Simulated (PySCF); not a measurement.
C₂H₄Cl, charge -1, singlet, at a GFN2-xTB geometry. Base run: HF/3-21G (PySCF).

Here is a job for PySCF.
```python
from pyscf import gto, scf

mol = gto.Mole()
mol.atom = '''
    C    -0.04236295    0.94301768    0.11643630
    C     1.46068694    0.70302549   -0.00366344
    Cl   -0.80766603   -0.77835367    0.01458756
    H    -0.36931829    1.35703846   -0.87902207
    H     1.94738318    1.68689299   -0.01568052
    H     1.83394692    0.15833098    0.87083844
    H     1.80836665    0.15349103   -0.90076143
'''
mol.basis = '3-21g'
mol.charge = -1
mol.verbose = 4
mol.build()

mf = scf.RHF(mol)
mf.kernel()
mo_i, mo_e, stable_i, stable_e = mf.stability(internal=True, external=True, return_status=True, nroots=6, tol=1e-6)
print('internally stable:', stable_i, ' externally stable:', stable_e)
if not stable_e:
    umf = mf.to_uhf() if not hasattr(mf, 'xc') else mf.to_uks()
    umf.scf_summary = {}
    umf.kernel(umf.make_rdm1(mo_e, umf.mo_occ))
```

The bond that is stretched is that between atoms 3 and 1. A test that says stable can miss a lower solution.

Each row names what was changed in the base input (with any setting that the change needs).

| change | ΔE vs base (mEh) | <S^2> | E after following the instability (Eh) | <S^2> there | HOMO-LUMO gap (eV) | stability test says |
|---|---|---|---|---|---|---|
| base | 0.000 | 0.000 | - | - | 13.51 | stable |
| bond × 1.25 | -12.961 | 0.000 | -534.85619 | 0.27 | 12.25 | external instability |
| bond × 1.5 | -4.541 | 0.000 | -534.85561 | 0.56 | 11.36 | external instability |
| bond × 1.8 | 2.399 | 0.000 | -534.85388 | 0.66 | 10.09 | external instability |
| bond × 2.2 | 5.954 | 0.000 | -534.85265 | 0.69 | 9.03 | external instability |
| bond × 3.0 | 6.507 | 0.000 | -534.85274 | 0.70 | 8.08 | external instability |

Where a bond breaks into two radicals, a solution with restricted orbitals usually stops being the lowest and lies too high; an unrestricted one lies lower at the price of spin contamination, which <S^2> shows.
